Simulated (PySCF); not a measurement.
## Xe(3+) (xenon, charge +3) across methods

[Kr] 4d10 5s2 5p3, high-spin 4S determinant. Computed with PySCF 2.14 in x2c-QZVPPall, with the spin-free X2C one-electron Hamiltonian (Gaussian nucleus).

| method | E (hartree) | mean ε 5s α (eV) | mean ε 5s β (eV) | mean ε 5p α (eV) | Σ⟨r²⟩ (bohr²) | ⟨S²⟩ |
| --- | --- | --- | --- | --- | --- | --- |
| M06 | -7444.34 | -53.310 | -50.470 | -39.380 | 36.21 | 3.750 |
| BHandHLYP | -7444.20 | -56.050 | -50.980 | -40.849 | 36.34 | 3.751 |
| wB97M-V | -7443.71 | -56.424 | -52.078 | -41.855 | 36.33 | 3.751 |
| PBE | -7443.77 | -51.304 | -48.549 | -38.092 | 36.24 | 3.751 |
| r2SCAN | -7444.20 | -52.288 | -48.378 | -38.641 | 36.25 | 3.751 |
| PBE0 | -7443.85 | -53.848 | -49.692 | -39.651 | 36.24 | 3.751 |
| LDA | -7437.50 | -51.470 | -49.137 | -38.173 | 36.21 | 3.750 |

(1) Estimate the same row for UHF.

## Answers

(1) E (hartree) = -7441.32520; mean ε 5s α (eV) = -60.397; mean ε 5s β (eV) = -51.599; mean ε 5p α (eV) = -43.398; Σ⟨r²⟩ (bohr²) = 36.54; ⟨S²⟩ = 3.751.
